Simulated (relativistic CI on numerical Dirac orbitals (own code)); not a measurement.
Electric-dipole transitions in Er XIX

Method of calculation: Dirac-Coulomb-Breit CI, separate exchange-only KLI orbitals for each configuration, model QED, unscaled Slater integrals (own radial code, finite nucleus).

Configuration list (outside the closed core [Ar] 3d10 4p6 4d10): 4s2 4f4, 4s2 4f3 5s, 4s2 4f2 5s2, 4s2 4f3 5p, 4s2 4f2 5s 5p, 4s2 4f2 5p2, 4s2 4f2 5s 5d, 4s2 4f3 5d, 4s2 4f2 5p 5d, 4s2 4f3 5f, 4s2 4f3 6s, 4s2 4f3 6p, 4s 4f3 5s2. Levels of other configurations are missing.

| λ vac (Å) | Lower | Upper | A (s⁻¹) | E lower (cm⁻¹) | E upper (cm⁻¹) |
| --- | --- | --- | --- | --- | --- |
| 351.34 | 4s2 4f3 5s 5I°_6 [109] | 4s2 4f3 5p 3I_5 [199] | 3.73e+08 | 264152 | 548777 |
| 353.84 | 4s2 4f3 5s 5I°_6 [109] | 4s2 4f3 5p 5H_7 [198] | 1.94e+08 | 264152 | 546765 |
| 356.25 | 4s2 4f3 5s 5I°_5 [107] | 4s2 4f3 5p 5H_6 [195] | 2.29e+08 | 257508 | 538207 |
| 363.46 | 4s2 4f3 5s 5I°_7 [110] | 4s2 4f3 5p 3K_8 [197] | 1.05e+09 | 271249 | 546385 |
| 364.89 | 4s2 4f3 5s 5I°_6 [109] | 4s2 4f3 5p 5H_6 [195] | 3.69e+08 | 264152 | 538207 |
| 367.63 | 4s2 4f3 5s 5I°_6 [109] | 4s2 4f3 5p 5K_7 [194] | 2.06e+09 | 264152 | 536166 |
| 367.72 | 4s2 4f3 5s 5I°_5 [107] | 4s2 4f3 5p 5I_5 [193] | 1.33e+09 | 257508 | 529456 |
| 371.62 | 4s2 4f3 5s 5I°_4 [106] | 4s2 4f3 5p 3H_4 [191] | 4.06e+09 | 252879 | 521972 |
| 372.64 | 4s2 4f3 5s 5I°_8 [112] | 4s2 4f3 5p 5H_7 [198] | 8.38e+09 | 278407 | 546765 |
| 373.15 | 4s2 4f3 5s 5I°_5 [107] | 4s2 4f3 5p 5K_6 [192] | 3.45e+09 | 257508 | 525499 |
| 373.16 | 4s2 4f3 5s 5I°_8 [112] | 4s2 4f3 5p 3K_8 [197] | 5.68e+09 | 278407 | 546385 |
| 374.59 | 4s2 4f3 5s 5I°_7 [110] | 4s2 4f3 5p 5H_6 [195] | 7.59e+09 | 271249 | 538207 |
| 375.34 | 4s2 4f3 5s 5F°_1 [113] | 4s2 4f3 5p 3D_1 [200] | 1.86e+09 | 283511 | 549936 |
| 376.93 | 4s2 4f3 5s 5I°_6 [109] | 4s2 4f3 5p 5I_5 [193] | 6.54e+09 | 264152 | 529456 |
| 377.05 | 4s2 4f3 5s 3I°_5 [111] | 4s2 4f3 5p 5H_6 [195] | 1.79e+08 | 272989 | 538207 |
| 377.48 | 4s2 4f3 5s 5I°_7 [110] | 4s2 4f3 5p 5K_7 [194] | 5.13e+09 | 271249 | 536166 |
| 378.12 | 4s2 4f3 5s 5I°_5 [107] | 4s2 4f3 5p 3H_4 [191] | 5.27e+09 | 257508 | 521972 |
| 378.79 | 4s2 4f3 5s 5F°_2 [115] | 4s2 4f3 5p 3D_1 [200] | 5.85e+09 | 285940 | 549936 |
| 380.48 | 4s2 4f3 5s 3I°_6 [114] | 4s2 4f3 5p 5H_7 [198] | 3.39e+08 | 283942 | 546765 |
| 381.75 | 4s2 4f3 5s 5F°_1 [113] | 4s2 4f3 5p 5G_2 [196] | 6.03e+09 | 283511 | 545464 |
| 382.63 | 4s2 4f3 5s 5I°_6 [109] | 4s2 4f3 5p 5K_6 [192] | 4.32e+09 | 264152 | 525499 |
| 383.00 | 4s2 4f3 5s 5I°_4 [106] | 4s2 4f3 5p 5K_5 [190] | 7.10e+09 | 252879 | 513973 |
| 385.32 | 4s2 4f3 5s 5F°_2 [115] | 4s2 4f3 5p 5G_2 [196] | 4.06e+09 | 285940 | 545464 |
| 385.64 | 4s2 4f3 5s 3H°_4 [116] | 4s2 4f3 5p 3I_5 [199] | 5.76e+09 | 289467 | 548777 |
| 386.25 | 4s2 4f3 5s 3G°_5 [118] | 4s2 4f3 5p 3I_5 [199] | 3.81e+09 | 289878 | 548777 |
| 387.96 | 4s2 4f3 5s 5I°_8 [112] | 4s2 4f3 5p 5K_7 [194] | 4.39e+08 | 278407 | 536166 |
| 389.91 | 4s2 4f3 5s 3I°_5 [111] | 4s2 4f3 5p 5I_5 [193] | 2.31e+09 | 272989 | 529456 |
| 389.92 | 4s2 4f3 5s 5I°_5 [107] | 4s2 4f3 5p 5K_5 [190] | 2.99e+09 | 257508 | 513973 |
| 392.54 | 4s2 4f3 5s 5F°_4 [121] | 4s2 4f3 5p 3I_5 [199] | 5.83e+08 | 294025 | 548777 |
| 393.29 | 4s2 4f3 5s 3I°_6 [114] | 4s2 4f3 5p 5H_6 [195] | 2.91e+09 | 283942 | 538207 |
| 393.31 | 4s2 4f3 5s 5I°_7 [110] | 4s2 4f3 5p 5K_6 [192] | 2.60e+08 | 271249 | 525499 |
| 395.24 | 4s2 4f3 5s 3I°_7 [120] | 4s2 4f3 5p 5H_7 [198] | 3.05e+09 | 293755 | 546765 |
| 395.84 | 4s2 4f3 5s 3I°_7 [120] | 4s2 4f3 5p 3K_8 [197] | 4.91e+09 | 293755 | 546385 |
| 396.03 | 4s2 4f3 5s 3I°_5 [111] | 4s2 4f3 5p 5K_6 [192] | 3.09e+09 | 272989 | 525499 |
| 396.47 | 4s2 4f3 5s 3I°_6 [114] | 4s2 4f3 5p 5K_7 [194] | 3.94e+09 | 283942 | 536166 |
| 401.63 | 4s2 4f3 5s 3I°_5 [111] | 4s2 4f3 5p 3H_4 [191] | 2.34e+09 | 272989 | 521972 |
| 402.72 | 4s2 4f3 5s 3F°_2 [125] | 4s2 4f3 5p 3D_1 [200] | 2.91e+09 | 301627 | 549936 |
| 407.31 | 4s2 4f3 5s 3I°_6 [114] | 4s2 4f3 5p 5I_5 [193] | 1.16e+09 | 283942 | 529456 |
| 409.08 | 4s2 4f3 5s 3I°_7 [120] | 4s2 4f3 5p 5H_6 [195] | 5.02e+08 | 293755 | 538207 |
| 410.11 | 4s2 4f3 5s 3F°_2 [125] | 4s2 4f3 5p 5G_2 [196] | 9.53e+08 | 301627 | 545464 |
| 413.98 | 4s2 4f3 5s 3I°_6 [114] | 4s2 4f3 5p 5K_6 [192] | 3.01e+08 | 283942 | 525499 |
| 414.97 | 4s2 4f3 5s 3I°_5 [111] | 4s2 4f3 5p 5K_5 [190] | 1.03e+09 | 272989 | 513973 |
| 416.69 | 4s2 4f3 5s 3H°_4 [116] | 4s2 4f3 5p 5I_5 [193] | 1.42e+08 | 289467 | 529456 |
| 417.20 | 4s2 4f3 5s 1H°_5 [133] | 4s2 4f3 5p 3I_5 [199] | 2.45e+08 | 309083 | 548777 |
| 419.71 | 4s2 4f3 5s 3F°_4 [134] | 4s2 4f3 5p 3I_5 [199] | 2.43e+08 | 310516 | 548777 |

Terms are leading LS components. Brackets give the number of a level in order of energy, since labels repeat. The list gives strong lines, with weight on those to low levels, without lines whose two gauges differ by over a factor of 2.5, among the lowest 200 of 2889 levels, so that lines to higher ones, which can be the strongest, are missing. Levels whose partners in the same complex of configurations lie outside the list can be far off, and so can their lines. Rates are taken at the computed energies, electric ones in the length gauge.

At this charge energies of transitions that change n are usually good to better than 1 %, and those within a shell (Δn = 0) to a few per cent. Terms inside the open d or f shell come out 10 to 20 % too wide with unscaled integrals.

LS names give the leading component of a level, which can be under half, so a name can repeat, a term be missing and a line seem to break the LS rules.
